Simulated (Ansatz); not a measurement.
Total energies of CH6BrClHfOSi (`[CH3][Hf]([Cl])([Br])[O][SiH3]`).

```xyz
12

C     0.236    1.885   -1.154
Hf    0.582   -0.278   -1.105
Cl   -0.614   -1.178   -2.910
Br    3.063   -0.618   -1.200
O    -0.148   -0.836    0.568
Si   -0.773   -1.339    2.005
H     0.737    2.386   -0.318
H     0.623    2.318   -2.084
H    -0.832    2.121   -1.094
H    -0.198   -0.518    3.099
H    -2.248   -1.177    1.978
H    -0.428   -2.767    2.214
```

Total charge 0; spin multiplicity 1. Correlated methods include outer-core shells of Br, Hf, which these sets cover unevenly. Scalar relativity is left out up to krypton. Hf: def2 effective core potential. All single points use the PBE0-D4/def2-TZVP geometry. It is one conformer, not always the lowest. Basis def2-TZVPP, Ansatz.

RPA on PBE orbitals: Hartree–Fock energy of these orbitals -3484.83809 Eh, correlation -2.09733 Eh (frozen core).

```csv
functional,energy without D4 (Eh),D4 term (kJ/mol)
B3LYP,-3489.25456,-48.1
r2SCAN0,-3488.99209,-9.9
```

Task: Give the same for LDA (SPW92), PBE, revPBE, BLYP, r2SCAN, B97M-V, PBE0, r2SCANh, HSE06 (plane-wave form), BHLYP, CAM-B3LYP, LC-ωPBE, ωB97X-V, ωB97M-V, B2PLYP, PBE-QIDH. (Estimate.)

Result: Ansatz gave: 
```
             functional  energy without D4 (Eh)  D4 term (kJ/mol)
            LDA (SPW92)             -3481.89886                 –
                    PBE             -3488.31111             -30.0
                 revPBE             -3488.80136             -68.8
                   BLYP             -3489.12102             -60.6
                 r2SCAN             -3489.05887              -8.1
                 B97M-V             -3488.50179                 –
                   PBE0             -3488.44530             -26.6
                r2SCANh             -3489.03135              -8.9
HSE06 (plane-wave form)             -3488.42805             -25.4
                  BHLYP             -3488.99707             -44.6
              CAM-B3LYP             -3489.22237             -28.1
                LC-ωPBE             -3488.54106                 –
                ωB97X-V             -3488.75667                 –
                ωB97M-V             -3488.84781                 –
                 B2PLYP             -3488.34543                 –
               PBE-QIDH             -3487.88078                 –
```

B3LYP takes the VWN-RPA correlation (the form of Gaussian; ORCA's B3LYP/G). HSE06 is the plane-wave form, built on full-range PBE exchange. The double hybrids freeze the cores in their second-order part.

LC-ωPBE has ω = 0.4 bohr⁻¹.
